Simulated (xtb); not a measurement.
GaI₂ (SMILES [I][Ga+][I]), charge +1, singlet, at a GFN2-xTB geometry (such geometries of metal compounds can be far from the true shape); GFN2-xTB with ALPB(water) in xtb 6.7.1.

xtb was given this input:
```
$ xtb mol.xyz --gfn 2 --chrg 1 --uhf 0 --alpb water --json

# file mol.xyz
3

Ga     0.00000000     0.00000000     0.00000000
I      0.00000000     0.00000000     2.50445284
I     -0.00000000    -0.00000000    -2.50445284
```

**Question.** Write the output that xtb gives for this input, abridged.

**Answer.** 
```
   ID    Z sym.   atoms
    1   31 Ga     1
    2   53 I      2, 3

           -------------------------------------------------
          |                Calculation Setup                |
           -------------------------------------------------

           -------------------------------------------------
          |                 G F N 2 - x T B                 |
           -------------------------------------------------

      * Solvation model:               ALPB
        Solvent                        water
        Parameter file                 internal GFN2-xTB/ALPB
        Dielectric constant                8.0200E+01
        Reference state                gsolv [1 M gas/solution]
        Free energy shift                  1.0808E-03 Eh       6.7819E-01 kcal/mol
        Temperature                        2.9815E+02 K
        Density                            1.0000E+00 kg/L
        Solvent mass                       1.8000E+01 g/mol
        Interaction kernel             P16
        Born radius scaling (c1)           1.4744E+00
        Born radii integrator          GBOBC
        Born offset                        0.0000E+00 a0       0.0000E+00 AA
        H-bond correction              true
        Ion screening                  false
        Surface tension                    1.0000E-05 Eh       1.5569E+01 dyn/cm
        Grid points                               230 per atom

          ...................................................
          :                      SETUP                      :
          :.................................................:
          :  # basis functions                  30          :
          :  # atomic orbitals                  27          :
          :  # shells                            9          :
          :  # electrons                        16          :
          :  max. iterations                   250          :
          :  Hamiltonian                  GFN2-xTB          :
          :  restarted?                      false          :
          :  GBSA solvation                   true          :
          :  PC potential                    false          :
          :  electronic temp.          300.0000000     K    :
          :  accuracy                    1.0000000          :
          :  -> integral cutoff          0.2500000E+02      :
          :  -> integral neglect         0.1000000E-07      :
          :  -> SCF convergence          0.1000000E-05 Eh   :
          :  -> wf. convergence          0.1000000E-03 e    :
          :  Broyden damping             0.4000000          :
          :  net charge                          1          :
          :  unpaired electrons                  0          :
          ...................................................

 iter      E             dE          RMSdq      gap      omega  full diag
   1     -8.5081649 -0.850816E+01  0.399E+01    2.70       0.0  T
   2     -8.5325327 -0.243678E-01  0.345E+01    2.29       1.0  T
   3     -8.3690696  0.163463E+00  0.430E+01    2.96       1.0  T
   4     -8.5366593 -0.167590E+00  0.640E+00    2.25       1.0  T
   5     -8.5359535  0.705826E-03  0.772E-01    2.34       1.0  T
   6     -8.5370528 -0.109927E-02  0.934E-01    2.28       1.0  T
   7     -8.5370566 -0.380806E-05  0.759E-01    2.28       1.0  T
   8     -8.5370847 -0.280854E-04  0.237E-01    2.28       1.0  T
   9     -8.5370917 -0.706014E-05  0.310E-02    2.27       1.9  T
  10     -8.5370918 -0.995053E-07  0.202E-02    2.27       2.9  T
  11     -8.5370919 -0.597208E-07  0.445E-04    2.27     129.8  T
  12     -8.5370919 -0.637979E-10  0.504E-05    2.27    1144.7  T

   *** convergence criteria satisfied after 12 iterations ***

         :::::::::::::::::::::::::::::::::::::::::::::::::::::
         ::                     SUMMARY                     ::
         :::::::::::::::::::::::::::::::::::::::::::::::::::::
         :: total energy              -8.523282181455 Eh    ::
[...]
         :: total charge               1.000000000000 e     ::
         :::::::::::::::::::::::::::::::::::::::::::::::::::::

           -------------------------------------------------
          |                Property Printout                |
           -------------------------------------------------

    * Orbital Energies and Occupations

         #    Occupation            Energy/Eh            Energy/eV
      -------------------------------------------------------------
         1        2.0000           -0.8456159             -23.0104
         2        2.0000           -0.8453740             -23.0038
         3        2.0000           -0.6729960             -18.3132
         4        2.0000           -0.5546274             -15.0922
         5        2.0000           -0.5352646             -14.5653
         6        2.0000           -0.5352646             -14.5653
         7        2.0000           -0.5281441             -14.3715
         8        2.0000           -0.5281441             -14.3715 (HOMO)
         9                         -0.4446531             -12.0996 (LUMO)
        10                         -0.2757991              -7.5049
        11                         -0.2757991              -7.5049
        12                         -0.1604572              -4.3663
        13                         -0.1604572              -4.3663
        14                         -0.1440342              -3.9194
        15                         -0.1267599              -3.4493
        16                         -0.1267599              -3.4493
        17                         -0.1051877              -2.8623
        18                         -0.1051877              -2.8623
        19                         -0.0794761              -2.1627
       ...                                ...                  ...
        27                          2.4726228              67.2835
      -------------------------------------------------------------
                  HL-Gap            0.0834910 Eh            2.2719 eV
             Fermi-level           -0.4863986 Eh          -13.2356 eV

     #   Z          covCN         q      C6AA      α(0)
     1  31 Ga       1.709     0.446   209.160    32.540
     2  53 I        0.855     0.277   352.114    32.393
     3  53 I        0.855     0.277   352.114    32.393

 Mol. C6AA /au·bohr⁶  :       2675.680822
 Mol. C8AA /au·bohr⁸  :     260394.364383
 Mol. α(0) /au        :         97.327053

Wiberg/Mayer (AO) data.
largest (>0.10) Wiberg bond orders for each atom

 ---------------------------------------------------------------------------
     #   Z sym  total        # sym  WBO       # sym  WBO       # sym  WBO
 ---------------------------------------------------------------------------
     1  31 Ga   2.590 --     2 I    1.295     3 I    1.295
     2  53 I    1.707 --     1 Ga   1.295     3 I    0.412
     3  53 I    1.707 --     1 Ga   1.295     2 I    0.412
 ---------------------------------------------------------------------------

Topologies differ in total number of bonds
Writing topology from bond orders to xtbtopo.mol

molecular dipole:
                 x           y           z       tot (Debye)
 q only:        0.000       0.000       0.000
   full:       -0.000      -0.000       0.000       0.000
molecular quadrupole (traceless):
                xx          xy          yy          xz          yz          zz
 q only:       -6.205       0.000      -6.205       0.000       0.000      12.409
  q+dip:        0.251       0.000       0.251       0.000      -0.000      -0.503
   full:        2.746      -0.000       2.746       0.000       0.000      -5.492

           -------------------------------------------------
          | TOTAL ENERGY               -8.523282181455 Eh   |
          | GRADIENT NORM               0.000378225154 Eh/α |
          | HOMO-LUMO GAP               2.271906161859 eV   |
           -------------------------------------------------

normal termination of xtb
```
